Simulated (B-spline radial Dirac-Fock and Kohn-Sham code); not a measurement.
## What relativity does to the binding energies of Pr³⁺

System: Pr³⁺ in the configuration [Xe] 4f2.

Both columns are ΔSCF binding energies of the configuration average from a radial B-spline solver: non-relativistic Hartree-Fock with a point nucleus, and Dirac-Fock with a finite nucleus and the Coulomb interaction alone, averaged over the two j levels with weights 2j+1.

```csv
shell,Hartree-Fock (eV),Dirac-Fock (eV),shift (eV),shift (%)
1s,40090.2,42189.1,+2098.92,+5.24
2s,6365.6,6895.5,+529.85,+8.32
2p,6011.2,6173.9,+162.70,+2.71
3s,1430.9,1550.1,+119.26,+8.34
3p,1276.1,1315.4,+39.32,+3.08
3d,990.5,977.2,-13.30,-1.34
4s,323.9,350.4,+26.50,+8.18
4p,263.6,271.0,+7.32,+2.78
4d,156.1,152.3,-3.84,-2.46
4f,39.97,35.89,-4.08,-10.20
5s,70.77,75.04,+4.26,+6.03
5p,51.58,52.27,+0.69,+1.34
```

Relativity binds 1s, 2s, 2p, 3s, 3p, 4s, 4p, 5s, 5p more strongly, among those listed most of all 3s in relative terms, and 3d, 4d, 4f more weakly, because the contracted s and p shells screen the nucleus better.

Values without a named source are computed, but for edge energies of neutral atoms, which are taken from tables.
